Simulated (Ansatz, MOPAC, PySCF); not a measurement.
System: CH₂I (charge 0, doublet). SMILES: [CH2]I
Geometry from a B3LYP-D3(BJ)/def2-TZVP (Ansatz, a program for electronic structure) optimisation:
```xyz
4

C     -1.3014    -1.1848     0.0432
I      0.2107     0.1918    -0.0070
H     -1.6801    -1.4924     1.0033
H     -1.6775    -1.5644    -0.8918
```
Charge 0, spin multiplicity 2.

Unscaled harmonic wavenumbers (cm⁻¹) in rising order, each level at the stationary point that it reaches from this structure (no distance between atoms moves by over 0.3 Å); the order of modes can differ between levels, and a negative number is imaginary. B3LYP-D3(BJ)/def2-TZVP (PySCF, at the structure above): 184, 618, 852, 1360, 3168, 3320.

AM1 (MOPAC): 691, 723, 782, 1313, 3224, 3231. Zero-point energy 14.2 against 13.6 kcal/mol; where all levels lie over 400 cm⁻¹, the wavenumbers are on average 1.009 times those of B3LYP-D3(BJ)/def2-TZVP.

PM6 (MOPAC): 596, 725, 764, 1213, 2727, 2760. Zero-point energy 12.6 against 13.6 kcal/mol; where all levels lie over 400 cm⁻¹, the wavenumbers are on average 0.931 times those of B3LYP-D3(BJ)/def2-TZVP.

PM7 (MOPAC): 703, 747, 950, 1325, 2716, 2749. Zero-point energy 13.1 against 13.6 kcal/mol; where all levels lie over 400 cm⁻¹, the wavenumbers are on average 0.997 times those of B3LYP-D3(BJ)/def2-TZVP.

HF/6-31G* with LANL2DZ past Ar (Ansatz): -286, 591, 915, 1468, 3360, 3520. Zero-point energy 14.1 against 13.6 kcal/mol; where all levels lie over 400 cm⁻¹, the wavenumbers are on average 1.046 times those of B3LYP-D3(BJ)/def2-TZVP. This level finds the structure a saddle point. The zero-point energy leaves imaginary modes out.
